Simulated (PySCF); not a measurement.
H₆W, SMILES [WH6-], charge -1, multiplicity 2.

Coordinates come from a B3LYP-D3(BJ)/def2-TZVPD optimisation. The geometry has at least one imaginary mode, so it is a saddle point at that level. The spin state was assumed, not searched. The def2 effective core potentials stand for the cores of W; spin–orbit coupling is left out.

Calculation: PySCF with PBE0/def2-TZVPD.

Computed frontier levels, dipole moment and polarisability:
| Item | Value |
|---|---|
| α spin, highest occupied and lowest empty level | -2.57 and 0.28 eV |
| β spin, highest occupied and lowest empty level | -2.49 and 0.73 eV |
| dipole moment about the centre of nuclear charge | 0.00 D |
| mean static polarisability | 85.6 bohr³ (12.68 Å³) |
| polarisability, principal values | 84.1, 86.3, 86.3 bohr³ |
| ⟨S²⟩ | 0.754 (pure state 0.75) |
